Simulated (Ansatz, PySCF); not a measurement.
AlGeH5O2S, SMILES [GeH3][S][Al]([OH])[OH]. Atoms are numbered in the order given.

```xyz
10

Ge    -0.0832     1.7520     0.0000
S      1.2805    -0.0540     0.0000
Al    -0.2447    -1.6034     0.0000
O      0.0953    -3.2669     0.0000
O     -1.8513    -1.0514     0.0000
H     -0.9544     1.7711    -1.2674
H     -0.9544     1.7711     1.2674
H      0.8822     2.9535     0.0000
H      0.9661    -3.6731     0.0000
H     -2.6441    -1.5943     0.0000
```
Charge 0, spin multiplicity 1.

Geometry: B3LYP-D3(BJ)/def2-SVP. The structure was generated by enumeration; whether it is a known compound was not checked. One conformer was computed; it need not be the lowest.

Two levels are set side by side: PBE-D3(BJ)/def2-SVP (Ansatz, a program for electronic structure) and B3LYP-D3(BJ)/def2-SVP (Ansatz). Each level has its own optimised geometry; the coordinates shown are those of the second. Frequencies come from the Hessian of PySCF at each geometry. Differences are taken from unrounded values.

```tsv
quantity	B3LYP-D3(BJ)
mean bond length (Å)	1.597
bond Ge1–S2 (Å)	2.263
bond S2–Al3 (Å)	2.174
bond Al3–O4 (Å)	1.698
bond Al3–O5 (Å)	1.699
bond Ge1–H6 (Å)	1.538
bond Ge1–H7 (Å)	1.538
bond Ge1–H8 (Å)	1.541
bond O4–H9 (Å)	0.961
bond O5–H10 (Å)	0.961
highest harmonic wavenumber (cm⁻¹)	3931
mean harmonic wavenumber (cm⁻¹)	971
zero-point energy (kcal/mol)	33.31
```

Problem. What does PBE-D3(BJ) give, and how far is it from B3LYP-D3(BJ)? (Estimate from the structure and the level; the computed values follow.)

Solution. 
```tsv
quantity	PBE-D3(BJ)	PBE-D3(BJ) minus B3LYP-D3(BJ)
mean bond length (Å)	1.607	0.010
bond Ge1–S2 (Å)	2.265	0.002
bond S2–Al3 (Å)	2.183	0.009
bond Al3–O4 (Å)	1.713	0.016
bond Al3–O5 (Å)	1.714	0.015
bond Ge1–H6 (Å)	1.547	0.009
bond Ge1–H7 (Å)	1.547	0.009
bond Ge1–H8 (Å)	1.551	0.009
bond O4–H9 (Å)	0.970	0.009
bond O5–H10 (Å)	0.969	0.009
highest harmonic wavenumber (cm⁻¹)	3818	-113
mean harmonic wavenumber (cm⁻¹)	944	-27
zero-point energy (kcal/mol)	32.38	-0.92
```

Exact exchange shortens and stiffens bonds; PBE has none. Differences between two approximate levels are no errors against the true value.
